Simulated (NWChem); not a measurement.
Species: C2H5FSi2; SMILES C([Si@H]([SiH3])F)#C

```xyz
10

C      1.0964    -2.6077     0.2417
C      0.4300    -1.6274    -0.0362
Si    -0.5018    -0.1069    -0.4447
F     -1.8832    -0.0875     0.4207
Si     0.7749     1.7716     0.1323
H      1.6799    -3.4784     0.4860
H     -0.8768    -0.1417    -1.8857
H      0.0209     3.0256    -0.1719
H      1.1037     1.7298     1.5885
H      2.0406     1.7561    -0.6634
```
Atoms are numbered in this order, from 1.

Results from NWChem. Pople sets run with spherical d functions. The geometry was optimised at PBE0/def2-SVP. B3LYP is NWChem's, with the RPA form of VWN correlation. Total energies of different functionals are on different scales.

```
level                               energy (Ha)  highest occupied level (eV)  orbital gap (eV)  dipole (D)
----------------------------------  -----------  ---------------------------  ----------------  ----------
B3LYP/6-31G*                          -758.0325                        -7.60              6.69        1.73
PBE/6-31G*                            -757.4804                        -6.66              5.01        1.63
Hartree-Fock/6-31G*                   -755.9127                       -10.56             13.25        2.01
CAM-B3LYP/6-31G*                      -757.9260                          ___               ___        1.76
PW6B95/6-31G*                         -758.7181                        -7.92              7.19        1.78
MPW1K/6-31G*                          -757.9576                        -8.77              8.60        1.86
LDA (Slater exchange, PW92)/6-31G*    -754.2638                        -6.75              4.90        1.69
```

Task: Fill in the missing entries.

Result: 
- CAM-B3LYP/6-31G*, highest occupied level (eV): -9.11
- CAM-B3LYP/6-31G*, orbital gap (eV): 9.50
